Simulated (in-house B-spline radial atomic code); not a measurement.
**Ionising Cr⁵⁺ with different functionals**

Computed with a B-spline radial code for spherical atoms: scalar-relativistic (spin-free X2C) Hamiltonian, Fermi nucleus of rms radius 3.6452 fm, spin-polarised at highest spin, spherical fractional occupations for the functionals, and exact exchange of hybrids averaged over the configuration. The ionisation energy is the difference of two self-consistent energies, [Ar] 3d1 → [Ne] 3s2 3p6, without Breit or QED terms; ε is the level of the shell that loses the electron (its least bound occupied spin orbital).

| method | rung | ΔSCF (eV) | -ε(3d) (eV) |
| --- | --- | --- | --- |
| PBE0 | global hybrid | 90.85 | 82.81 |
| B3LYP | global hybrid | 91.01 | 82.34 |
| TPSSh | global hybrid | 90.62 | 80.79 |
| BHandHLYP | global hybrid | 90.79 | 85.78 |
| r2SCAN0 | global hybrid | 90.40 | 82.53 |
| B97-1 | global hybrid | 90.80 | 82.25 |
| HSE06 | range-separated hybrid | 90.82 | 82.35 |
| wB97X | range-separated hybrid | 90.59 | 85.04 |
| CAM-B3LYP | range-separated hybrid | 90.98 | 84.35 |
| LC-wPBE | range-separated hybrid | 90.97 | 85.38 |

Problem. Among the functionals, which spreads more, the ΔSCF values or the orbital energies?

Solution. The orbital energies: ΔSCF values span about 0.61 eV and the orbital energies 4.99 eV; here energy differences depend much less on the functional than eigenvalues do.

Problem. How do they compare with the NIST value?

Solution. NIST lists 90.635 eV (measured, ground level to ground level). Errors run from -0.23 to +0.38 eV; TPSSh is closest (-0.01 eV), but part of that can be cancellation, since the calculations leave out spin-orbit coupling, Breit-QED terms, multiplet and fine-structure energies.
